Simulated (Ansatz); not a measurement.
Consider the ligand exchange at the Si–N bond: `O[Si@@H](F)N[Si@@H](O)F` + `O[SiH](O)S` → `O[SiH](O)S[SiH](O)F` + `N[SiH](O)F`.

Gas-phase electronic energies from Ansatz, PBE0-D4/def2-TZVP geometries. CCSD(T)/CBS adds triple-zeta CCSD(T) − MP2 to the extrapolated MP2 energy (def2 sets, frozen cores). This one scheme is used for every species. Functionals use def2-TZVPP. B3LYP here is the variant with VWN-RPA as its local correlation; programs differ in this. One conformer a species, not always the lowest.

(1) Is it downhill or uphill in electronic energy at CCSD(T)/CBS, and by how much? (Estimate.)

(2) What do these levels give: B3LYP-D4, ωB97M-V, PBE, B3LYP, SCS-MP2/def2-TZVPP, CCSD/CBS(def2)? (Estimate.)

Largest T1 diagnostic among the species: 0.012.

## Answers

(1) Ansatz gave: Uphill: ΔE = +0.8 kcal/mol.

(2) The calculation gave: B3LYP-D4 0.5, ωB97M-V 0.7, PBE -1.5, B3LYP 1.6, SCS-MP2/def2-TZVPP 1.8, CCSD/CBS(def2) 1.7 kcal/mol.

From PBE to PBE0 (25 % exact exchange), in def2-TZVPP and without D4, ΔE moves by +1.0 kcal/mol. In def2-TZVPP, CCSD(T) changes the Hartree–Fock value by −3.4 kcal/mol (the triples alone add −0.9 kcal/mol) and MP2 by −4.5 kcal/mol.
